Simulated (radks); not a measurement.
The numbers below are computed, except where a source is named.
Problem. All-electron atom: Tb III in [Xe] 4f8 6s1 (not the ground configuration). Code: a radial shooting solver on a logarithmic mesh with Libxc functionals. Model: Dirac Kohn-Sham, PBE, spin-unpolarised, spherical densities, finite nucleus; open shells are shared between the two j in proportion to 2j + 1; Fermi nuclear charge, rms radius 5.06 fm. Some entries of the table are withheld. Estimate them.

orbital     occ.  eigenvalue (eV)  <1/r> (bohr^-1)
1s1/2          2        -51818.47            73.09
2s1/2          2        -8605.332            17.47
2p1/2          2        -8179.271            17.45
2p3/2          4        -7432.749            15.35
3s1/2          2        -1927.593            6.377
3p1/2          2              (1)            6.292
3p3/2          4              (2)            5.760
3d3/2          4              (3)            5.639
3d5/2          6              (4)            5.507
4s1/2          2        -400.8340            2.667
4p1/2          2        -328.1372            2.560
4p3/2          4        -293.7161            2.379
4d3/2          4        -173.9142              (5)
4d5/2          6        -167.6743              (6)
5s1/2          2         -67.7128            1.025
5p1/2          2              (7)           0.9088
5p3/2          4              (8)           0.8463
4f5/2    3.42857         -25.9708            1.584
4f7/2    4.57143         -25.1216            1.564
6s1/2          1              (9)           0.3868

Solution. 
(1) 3p1/2 eigenvalue (eV): -1742.217
(2) 3p3/2 eigenvalue (eV): -1588.122
(3) 3d3/2 eigenvalue (eV): -1268.585
(4) 3d5/2 eigenvalue (eV): -1234.973
(5) 4d3/2 <1/r> (bohr^-1): 2.160
(6) 4d5/2 <1/r> (bohr^-1): 2.115
(7) 5p1/2 eigenvalue (eV): -47.5475
(8) 5p3/2 eigenvalue (eV): -42.7730
(9) 6s1/2 eigenvalue (eV): -16.3810
